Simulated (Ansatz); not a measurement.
Ansatz (a quantum-chemistry and plane-wave program) input (B3LYP-D3(BJ)/def2-TZVP):

Ansatz 0.2 input:
```yaml
crystal:
  periodic: [false, false, false]
  atoms:
    - {symbol: Cd, position_ang: [0.00000000, 0.00000000, 0.00000000]}
    - {symbol: Cl, position_ang: [0.00000000, 0.00000000, 2.31670480]}
    - {symbol: Cl, position_ang: [-0.00000000, -0.00000000, -2.31670480]}
basis:
  gaussian:
    orbitals: def2-TZVP
hamiltonian:
  xc: b3lyp
  dispersion: d3bj
total_charge: 1
magnetization: {spin_polarized: true, initial_magnetization: 1}
phonons: {temperatures: {t_min: 298.15, t_max: 298.15, t_step: 100}}
```

Output:

```
Functional definition: B3LYP
integrals: 0.04 GiB planned
924 factors; their error is unknown
mean field: 0.58 GiB planned
mean field evaluation 1: about -29600.2923 eV, gradient 3.2e1 eV
mean field evaluation 2: about -29593.5664 eV, gradient 5.1e1 eV
mean field evaluation 4: about -29605.1416 eV, gradient 1.9e0 eV
mean field evaluation 8: about -29605.2740 eV, gradient 1.7e-1 eV
mean field evaluation 16: about -29605.2742 eV, gradient 9.9e-5 eV
mean field evaluation 32: about -29604.9416 eV, gradient 1.2e-1 eV
mean field -29605.27419363 eV, -1087.9737594402 hartree, gradient 7.4e-6 eV, S^2 0.756206; 6 other end points of the search recorded, 0 dependent functions left out
the calculation of the forces begins
reference -29605.27443336 eV, -1087.9737682501 hartree; 27, 26 occupied and 87, 88 virtual orbitals, 924 factors
these checks for a lower state are left out or cut short: stability, starts, cluster_reference, orbital_swaps, neighbouring_geometries, increment
integrals: 0.04 GiB planned
924 factors; their error is unknown
mean field: 0.57 GiB planned
mean field -29605.27419107 eV, -1087.9737593461 hartree, gradient 2.7e-6 eV, S^2 0.756206; 0 other end points of the search recorded, 0 dependent functions left out
the calculation of the forces begins
reference -29605.27443080 eV, -1087.9737681560 hartree; 27, 26 occupied and 87, 88 virtual orbitals, 924 factors
these checks for a lower state are left out or cut short: stability, starts, cluster_reference, orbital_swaps, neighbouring_geometries, increment
integrals: 0.04 GiB planned
924 factors; their error is unknown
mean field: 0.57 GiB planned
mean field evaluation 64: about -29605.2742 eV, gradient 2.4e-4 eV
mean field -29605.27419107 eV, -1087.9737593461 hartree, gradient 2.8e-6 eV, S^2 0.756206; 0 other end points of the search recorded, 0 dependent functions left out
the calculation of the forces begins
reference -29605.27443079 eV, -1087.9737681560 hartree; 27, 26 occupied and 87, 88 virtual orbitals, 924 factors
these checks for a lower state are left out or cut short: stability, starts, cluster_reference, orbital_swaps, neighbouring_geometries, increment
integrals: 0.04 GiB planned
924 factors; their error is unknown
mean field: 0.58 GiB planned
mean field -29605.27419131 eV, -1087.9737593551 hartree, gradient 1.9e-6 eV, S^2 0.756206; 0 other end points of the search recorded, 0 dependent functions left out
the calculation of the forces begins
reference -29605.27443104 eV, -1087.9737681650 hartree; 27, 26 occupied and 87, 88 virtual orbitals, 924 factors
these checks for a lower state are left out or cut short: stability, starts, cluster_reference, orbital_swaps, neighbouring_geometries, increment
integrals: 0.04 GiB planned
924 factors; their error is unknown
mean field: 0.58 GiB planned
mean field -29605.27419131 eV, -1087.9737593551 hartree, gradient 1.9e-6 eV, S^2 0.756206; 0 other end points of the search recorded, 0 dependent functions left out
the calculation of the forces begins
reference -29605.27443104 eV, -1087.9737681650 hartree; 27, 26 occupied and 87, 88 virtual orbitals, 924 factors
these checks for a lower state are left out or cut short: stability, starts, cluster_reference, orbital_swaps, neighbouring_geometries, increment
integrals: 0.04 GiB planned
924 factors; their error is unknown
mean field: 0.58 GiB planned
mean field -29605.27413856 eV, -1087.9737574167 hartree, gradient 1.5e-6 eV, S^2 0.756206; 0 other end points of the search recorded, 0 dependent functions left out
the calculation of the forces begins
reference -29605.27437829 eV, -1087.9737662265 hartree; 27, 26 occupied and 87, 88 virtual orbitals, 924 factors
these checks for a lower state are left out or cut short: stability, starts, cluster_reference, orbital_swaps, neighbouring_geometries, increment
integrals: 0.04 GiB planned
924 factors; their error is unknown
mean field: 0.58 GiB planned
mean field evaluation 96: about -29605.2741 eV, gradient 2.4e-4 eV
mean field -29605.27413856 eV, -1087.9737574167 hartree, gradient 1.5e-6 eV, S^2 0.756206; 0 other end points of the search recorded, 0 dependent functions left out
the calculation of the forces begins
reference -29605.27437829 eV, -1087.9737662265 hartree; 27, 26 occupied and 87, 88 virtual orbitals, 924 factors
these checks for a lower state are left out or cut short: stability, starts, cluster_reference, orbital_swaps, neighbouring_geometries, increment
integrals: 0.04 GiB planned
924 factors; their error is unknown
mean field: 0.58 GiB planned
mean field -29605.27419300 eV, -1087.9737594170 hartree, gradient 1.6e-6 eV, S^2 0.756206; 0 other end points of the search recorded, 0 dependent functions left out
the calculation of the forces begins
reference -29605.27443273 eV, -1087.9737682269 hartree; 27, 26 occupied and 87, 88 virtual orbitals, 924 factors
these checks for a lower state are left out or cut short: stability, starts, cluster_reference, orbital_swaps, neighbouring_geometries, increment
integrals: 0.04 GiB planned
924 factors; their error is unknown
mean field: 0.58 GiB planned
mean field -29605.27419300 eV, -1087.9737594171 hartree, gradient 2.6e-6 eV, S^2 0.756206; 0 other end points of the search recorded, 0 dependent functions left out
the calculation of the forces begins
reference -29605.27443273 eV, -1087.9737682269 hartree; 27, 26 occupied and 87, 88 virtual orbitals, 924 factors
these checks for a lower state are left out or cut short: stability, starts, cluster_reference, orbital_swaps, neighbouring_geometries, increment
integrals: 0.04 GiB planned
924 factors; their error is unknown
mean field: 0.58 GiB planned
mean field -29605.27419306 eV, -1087.9737594193 hartree, gradient 2.9e-6 eV, S^2 0.756206; 0 other end points of the search recorded, 0 dependent functions left out
the calculation of the forces begins
reference -29605.27443279 eV, -1087.9737682292 hartree; 27, 26 occupied and 87, 88 virtual orbitals, 924 factors
these checks for a lower state are left out or cut short: stability, starts, cluster_reference, orbital_swaps, neighbouring_geometries, increment
integrals: 0.04 GiB planned
924 factors; their error is unknown
mean field: 0.57 GiB planned
mean field evaluation 128: about -29605.2742 eV, gradient 2.4e-4 eV
mean field -29605.27419306 eV, -1087.9737594193 hartree, gradient 3.0e-6 eV, S^2 0.756206; 0 other end points of the search recorded, 0 dependent functions left out
the calculation of the forces begins
reference -29605.27443279 eV, -1087.9737682292 hartree; 27, 26 occupied and 87, 88 virtual orbitals, 924 factors
these checks for a lower state are left out or cut short: stability, starts, cluster_reference, orbital_swaps, neighbouring_geometries, increment
integrals: 0.04 GiB planned
924 factors; their error is unknown
mean field: 0.58 GiB planned
mean field -29605.27420446 eV, -1087.9737598383 hartree, gradient 1.1e-6 eV, S^2 0.756206; 0 other end points of the search recorded, 0 dependent functions left out
the calculation of the forces begins
reference -29605.27444424 eV, -1087.9737686500 hartree; 27, 26 occupied and 87, 88 virtual orbitals, 924 factors
these checks for a lower state are left out or cut short: stability, starts, cluster_reference, orbital_swaps, neighbouring_geometries, increment
integrals: 0.04 GiB planned
924 factors; their error is unknown
mean field: 0.58 GiB planned
mean field -29605.27412213 eV, -1087.9737568128 hartree, gradient 1.1e-6 eV, S^2 0.756206; 0 other end points of the search recorded, 0 dependent functions left out
the calculation of the forces begins
reference -29605.27436181 eV, -1087.9737656208 hartree; 27, 26 occupied and 87, 88 virtual orbitals, 924 factors
Total energy: -29605.42094473 eV, -1087.9791524437 hartree
Atom 0 at     0.000000     0.000000     0.000000 Å, force     0.000000     0.000000    -0.000000 eV/Å
Atom 1 at     0.000000     0.000000     2.316705 Å, force    -0.000000    -0.000000     0.000439 eV/Å
Atom 2 at    -0.000000    -0.000000    -2.316705 Å, force    -0.000000    -0.000000    -0.000439 eV/Å
Dipole moment:     0.000000    -0.000000     0.000000 e Å
Vibrations: 68.23 71.73 284.90 332.16 cm⁻¹, zero-point energy 0.046929 eV
```

The spin state was set by rule; other spins were not relaxed.
